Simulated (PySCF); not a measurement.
C₅H₆O₂, SMILES Cc1coc(O)c1. Geometry: PBE-D3(BJ)/def2-SVP. The values are those of a single conformer.

Computed equilibrium geometry at PBE-D3(BJ)/def2-SVP (PySCF confirms it by a frequency run) as a Z-matrix, and its point group (one conformer of several):
point group Cs.
```
C
C 1 1.3738
O 2 1.3810 1 110.55
C 3 1.3490 2 106.67 1 0.00
O 4 1.3465 3 113.65 2 180.00
H 5 0.9739 4 107.60 3 180.00
C 4 1.3789 5 134.85 6 0.00
H 2 1.0937 1 133.72 7 180.00
H 7 1.0955 4 127.13 5 0.00
C 1 1.4971 2 127.40 8 0.00
H 10 1.1073 1 111.36 2 0.00
H 10 1.1104 11 107.73 1 122.52
H 10 1.1104 11 107.73 12 114.95
```
Charge 0, spin multiplicity 1.
